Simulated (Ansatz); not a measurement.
One change: `C[O][Zn][F]` becomes `C[O][Cd][F]`.

Ansatz, PBE0-D4/def2-TZVP geometries, multiplicity 1. Each molecule was computed in one conformer, which needn't be the lowest.

Elements past krypton have def2 core potentials. Scalar relativity is left out up to krypton.

```json
{"property": "size of the dipole moment (B3LYP/def2-TZVPP) / D", "`C[O][Zn][F]`": "1.96"}
{"property": "HOMO energy (PBE0/def2-TZVPP) / eV", "`C[O][Zn][F]`": "-7.82"}
{"property": "HOMO energy (ωB97M-V/def2-TZVPP) / eV", "`C[O][Zn][F]`": "-10.24"}
{"property": "HOMO–LUMO gap (ωB97M-V/def2-TZVPP) / eV", "`C[O][Zn][F]`": "10.54"}
{"property": "LUMO energy (PBE0/def2-TZVPP) / eV", "`C[O][Zn][F]`": "-1.40"}
{"property": "LUMO energy (PBE/def2-TZVPP) / eV", "`C[O][Zn][F]`": "-2.35"}
```

Problem. Give the same properties after the change, and the shifts. (An estimate is asked.)

Solution. Ansatz gave: 
```json
{"property": "size of the dipole moment (B3LYP/def2-TZVPP) / D", "`C[O][Cd][F]`": "2.03", "shift": "0.07"}
{"property": "HOMO energy (PBE0/def2-TZVPP) / eV", "`C[O][Cd][F]`": "-7.58", "shift": "0.24"}
{"property": "HOMO energy (ωB97M-V/def2-TZVPP) / eV", "`C[O][Cd][F]`": "-9.96", "shift": "0.28"}
{"property": "HOMO–LUMO gap (ωB97M-V/def2-TZVPP) / eV", "`C[O][Cd][F]`": "9.87", "shift": "-0.67"}
{"property": "LUMO energy (PBE0/def2-TZVPP) / eV", "`C[O][Cd][F]`": "-1.86", "shift": "-0.46"}
{"property": "LUMO energy (PBE/def2-TZVPP) / eV", "`C[O][Cd][F]`": "-2.78", "shift": "-0.43"}
```

With PBE0 the HOMO rises by 0.24 eV and the LUMO falls by 0.46 eV, so the gap narrows by about 0.70 eV. PBE moves the HOMO by 0.23 eV and ωB97M-V by 0.28 eV. Dipoles are sizes alone; their direction can turn.

B3LYP here is the variant with VWN-RPA as its local correlation; programs differ in this.
